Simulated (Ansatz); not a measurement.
Ansatz (a program for electronic structure) job for C6H5I, SMILES C#C/C=C(\I)C=C, PBE0-D3(BJ)/def2-SVP. 

Ansatz 0.2 input:
```yaml
crystal:
  periodic: [false, false, false]
  atoms:
    - {symbol: C, position_ang: [-0.41796124, 3.34890273, -0.00000000]}
    - {symbol: C, position_ang: [-1.00686524, 2.30029742, 0.00000000]}
    - {symbol: C, position_ang: [-1.69256344, 1.07937050, 0.00000000]}
    - {symbol: C, position_ang: [-1.11556133, -0.13443512, -0.00000000]}
    - {symbol: I, position_ang: [1.00422452, -0.26043972, 0.00000000]}
    - {symbol: C, position_ang: [-1.88232499, -1.35545125, 0.00000000]}
    - {symbol: C, position_ang: [-1.41168330, -2.59761825, -0.00000000]}
    - {symbol: H, position_ang: [0.09795252, 4.26199605, 0.00000000]}
    - {symbol: H, position_ang: [-2.77497125, 1.14556993, 0.00000000]}
    - {symbol: H, position_ang: [-2.95416978, -1.19127051, 0.00000000]}
    - {symbol: H, position_ang: [-0.35651372, -2.81441314, -0.00000000]}
    - {symbol: H, position_ang: [-2.07444024, -3.44497361, -0.00000000]}
basis:
  gaussian:
    orbitals: def2-SVP
hamiltonian:
  xc: pbe0
  dispersion: d3bj
relax: {f_tol: 0.002, max_steps: 200}
```

Log of the run:

```
WARN ansatz: RAYON_NUM_THREADS=1 ignored (pool sized by the plan → 1); use --threads N
Functional definition: PBE0
integrals: 0.12 GiB planned
1647 factors; integrals over basis functions are off by at most 3.4e-4 eV
mean field: 0.75 GiB planned
mean field evaluation 1: about -14380.9133 eV, gradient 5.3e1 eV
mean field evaluation 2: about -14380.1658 eV, gradient 5.5e1 eV
mean field evaluation 4: about -14388.9329 eV, gradient 6.7e0 eV
mean field evaluation 8: about -14389.1118 eV, gradient 6.7e-1 eV
mean field evaluation 16: about -14389.1131 eV, gradient 1.6e-4 eV
mean field -14389.11309679 eV, -528.7901530159 hartree, gradient 3.7e-5 eV, S^2 0.000000; 0 other end points of the search recorded, 0 dependent functions left out
the calculation of the forces begins
reference -14389.11312491 eV, -528.7901540494 hartree; 33, 33 occupied and 102, 102 virtual orbitals, 1647 factors
relax step   1: F+E_penalty+E_count = -14389.43646469 eV  Δ(F+E_penalty+E_count) = +0.000e0 eV  max|allowed force component| = 9.529e-1 eV/Å  Δτ_max = 0.0000 Å  (33 SCF iters, accepted)
these checks for a lower state are left out or cut short: starts, cluster_reference, orbital_swaps, neighbouring_geometries, increment
integrals: 0.12 GiB planned
1647 factors; integrals over basis functions are off by at most 3.6e-4 eV
mean field: 0.75 GiB planned
mean field -14389.17756042 eV, -528.7925220105 hartree, gradient 1.3e-5 eV, S^2 0.000000; 0 other end points of the search recorded, 0 dependent functions left out
the calculation of the forces begins
reference -14389.17758869 eV, -528.7925230494 hartree; 33, 33 occupied and 102, 102 virtual orbitals, 1647 factors
relax step   2: F+E_penalty+E_count = -14389.49846969 eV  Δ(F+E_penalty+E_count) = -6.201e-2 eV  max|allowed force component| = 2.108e-1 eV/Å  Δτ_max = 0.0769 Å  (37 SCF iters, accepted)
these checks for a lower state are left out or cut short: starts, cluster_reference, orbital_swaps, neighbouring_geometries, increment
integrals: 0.12 GiB planned
1647 factors; integrals over basis functions are off by at most 3.7e-4 eV
mean field: 0.75 GiB planned
mean field evaluation 32: about -14389.1835 eV, gradient 2.0e-4 eV
mean field -14389.18346637 eV, -528.7927390502 hartree, gradient 1.3e-5 eV, S^2 0.000000; 0 other end points of the search recorded, 0 dependent functions left out
the calculation of the forces begins
reference -14389.18349468 eV, -528.7927400907 hartree; 33, 33 occupied and 102, 102 virtual orbitals, 1647 factors
relax step   3: F+E_penalty+E_count = -14389.50320701 eV  Δ(F+E_penalty+E_count) = -4.737e-3 eV  max|allowed force component| = 7.353e-2 eV/Å  Δτ_max = 0.0419 Å  (36 SCF iters, accepted)
these checks for a lower state are left out or cut short: starts, cluster_reference, orbital_swaps, neighbouring_geometries, increment
integrals: 0.12 GiB planned
1647 factors; integrals over basis functions are off by at most 3.7e-4 eV
mean field: 0.75 GiB planned
mean field -14389.18442681 eV, -528.7927743458 hartree, gradient 1.8e-5 eV, S^2 0.000000; 0 other end points of the search recorded, 0 dependent functions left out
the calculation of the forces begins
reference -14389.18445511 eV, -528.7927753857 hartree; 33, 33 occupied and 102, 102 virtual orbitals, 1647 factors
relax step   4: F+E_penalty+E_count = -14389.50405004 eV  Δ(F+E_penalty+E_count) = -8.430e-4 eV  max|allowed force component| = 5.953e-2 eV/Å  Δτ_max = 0.0196 Å  (30 SCF iters, accepted)
these checks for a lower state are left out or cut short: starts, cluster_reference, orbital_swaps, neighbouring_geometries, increment
integrals: 0.12 GiB planned
1647 factors; integrals over basis functions are off by at most 3.7e-4 eV
mean field: 0.75 GiB planned
mean field -14389.18481511 eV, -528.7927886156 hartree, gradient 1.4e-5 eV, S^2 0.000000; 0 other end points of the search recorded, 0 dependent functions left out
the calculation of the forces begins
reference -14389.18484340 eV, -528.7927896553 hartree; 33, 33 occupied and 102, 102 virtual orbitals, 1647 factors
relax step   5: F+E_penalty+E_count = -14389.50438553 eV  Δ(F+E_penalty+E_count) = -3.355e-4 eV  max|allowed force component| = 4.176e-2 eV/Å  Δτ_max = 0.0077 Å  (28 SCF iters, accepted)
these checks for a lower state are left out or cut short: starts, cluster_reference, orbital_swaps, neighbouring_geometries, increment
integrals: 0.12 GiB planned
1647 factors; integrals over basis functions are off by at most 3.7e-4 eV
mean field: 0.75 GiB planned
mean field -14389.18522607 eV, -528.7928037181 hartree, gradient 1.3e-5 eV, S^2 0.000000; 0 other end points of the search recorded, 0 dependent functions left out
the calculation of the forces begins
reference -14389.18525436 eV, -528.7928047578 hartree; 33, 33 occupied and 102, 102 virtual orbitals, 1647 factors
relax step   6: F+E_penalty+E_count = -14389.50464152 eV  Δ(F+E_penalty+E_count) = -2.560e-4 eV  max|allowed force component| = 3.184e-2 eV/Å  Δτ_max = 0.0125 Å  (38 SCF iters, accepted)
these checks for a lower state are left out or cut short: starts, cluster_reference, orbital_swaps, neighbouring_geometries, increment
integrals: 0.12 GiB planned
1647 factors; integrals over basis functions are off by at most 3.6e-4 eV
mean field: 0.75 GiB planned
mean field evaluation 64: about -14389.1854 eV, gradient 1.6e-5 eV
mean field -14389.18540099 eV, -528.7928101462 hartree, gradient 1.6e-5 eV, S^2 0.000000; 0 other end points of the search recorded, 0 dependent functions left out
the calculation of the forces begins
reference -14389.18542928 eV, -528.7928111860 hartree; 33, 33 occupied and 102, 102 virtual orbitals, 1647 factors
relax step   7: F+E_penalty+E_count = -14389.50473084 eV  Δ(F+E_penalty+E_count) = -8.933e-5 eV  max|allowed force component| = 1.667e-2 eV/Å  Δτ_max = 0.0054 Å  (28 SCF iters, accepted)
these checks for a lower state are left out or cut short: starts, cluster_reference, orbital_swaps, neighbouring_geometries, increment
integrals: 0.12 GiB planned
1647 factors; integrals over basis functions are off by at most 3.6e-4 eV
mean field: 0.75 GiB planned
mean field -14389.18545439 eV, -528.7928121085 hartree, gradient 7.1e-5 eV, S^2 0.000000; 0 other end points of the search recorded, 0 dependent functions left out
the calculation of the forces begins
reference -14389.18548268 eV, -528.7928131483 hartree; 33, 33 occupied and 102, 102 virtual orbitals, 1647 factors
relax step   8: F+E_penalty+E_count = -14389.50476177 eV  Δ(F+E_penalty+E_count) = -3.092e-5 eV  max|allowed force component| = 5.604e-3 eV/Å  Δτ_max = 0.0017 Å  (26 SCF iters, accepted)
these checks for a lower state are left out or cut short: starts, cluster_reference, orbital_swaps, neighbouring_geometries, increment
integrals: 0.12 GiB planned
1647 factors; integrals over basis functions are off by at most 3.7e-4 eV
mean field: 0.75 GiB planned
mean field -14389.18545430 eV, -528.7928121054 hartree, gradient 3.2e-5 eV, S^2 0.000000; 0 other end points of the search recorded, 0 dependent functions left out
the calculation of the forces begins
reference -14389.18548260 eV, -528.7928131453 hartree; 33, 33 occupied and 102, 102 virtual orbitals, 1647 factors
relax step   9: F+E_penalty+E_count = -14389.50476016 eV  Δ(F+E_penalty+E_count) = +1.610e-6 eV  max|allowed force component| = 1.005e-2 eV/Å  Δτ_max = 0.0009 Å  (24 SCF iters, rejected (line search))
these checks for a lower state are left out or cut short: starts, cluster_reference, orbital_swaps, neighbouring_geometries, increment
integrals: 0.12 GiB planned
1647 factors; integrals over basis functions are off by at most 3.6e-4 eV
mean field: 0.75 GiB planned
mean field -14389.18545640 eV, -528.7928121824 hartree, gradient 1.8e-5 eV, S^2 0.000000; 0 other end points of the search recorded, 0 dependent functions left out
the calculation of the forces begins
reference -14389.18548469 eV, -528.7928132222 hartree; 33, 33 occupied and 102, 102 virtual orbitals, 1647 factors
relax step  10: F+E_penalty+E_count = -14389.50476287 eV  Δ(F+E_penalty+E_count) = -1.106e-6 eV  max|allowed force component| = 6.488e-4 eV/Å  Δτ_max = 0.0004 Å  (23 SCF iters, accepted)
integrals: 0.12 GiB planned
1647 factors; integrals over basis functions are off by at most 3.6e-4 eV
mean field: 0.75 GiB planned
mean field evaluation 96: about -14389.1855 eV, gradient 2.3e-3 eV
mean field -14389.18545640 eV, -528.7928121824 hartree, gradient 1.8e-5 eV, S^2 0.000000; 1 other end points of the search recorded, 0 dependent functions left out
the calculation of the forces begins
reference -14389.18548469 eV, -528.7928132222 hartree; 33, 33 occupied and 102, 102 virtual orbitals, 1647 factors
Total energy: -14389.50479117 eV, -528.8045475188 hartree
Atom 0 at    -0.456248     3.423413     0.000000 Å, force     0.000104     0.000337    -0.000000 eV/Å
Atom 1 at    -0.977970     2.326182     0.000000 Å, force    -0.000649    -0.000135     0.000000 eV/Å
Atom 2 at    -1.634063     1.076200    -0.000000 Å, force     0.000515    -0.000474     0.000000 eV/Å
Atom 3 at    -1.061324    -0.152443    -0.000000 Å, force    -0.000048    -0.000058     0.000000 eV/Å
Atom 4 at     1.034059    -0.322366     0.000000 Å, force    -0.000359     0.000319    -0.000000 eV/Å
Atom 5 at    -1.865154    -1.363236    -0.000000 Å, force     0.000323     0.000324     0.000000 eV/Å
Atom 6 at    -1.439675    -2.632777    -0.000000 Å, force    -0.000225    -0.000238    -0.000000 eV/Å
Atom 7 at     0.021744     4.385560     0.000000 Å, force     0.000204    -0.000351     0.000000 eV/Å
Atom 8 at    -2.731509     1.102122    -0.000000 Å, force     0.000147     0.000357    -0.000000 eV/Å
Atom 9 at    -2.944367    -1.166116    -0.000000 Å, force    -0.000031    -0.000253    -0.000000 eV/Å
Atom 10 at    -0.375135    -2.881421    -0.000000 Å, force    -0.000130     0.000204     0.000000 eV/Å
Atom 11 at    -2.155235    -3.457584     0.000000 Å, force     0.000148    -0.000032     0.000000 eV/Å
Dipole moment:    -0.199927    -0.041285    -0.000000 e Å
```

The calculation finished and met its thresholds.
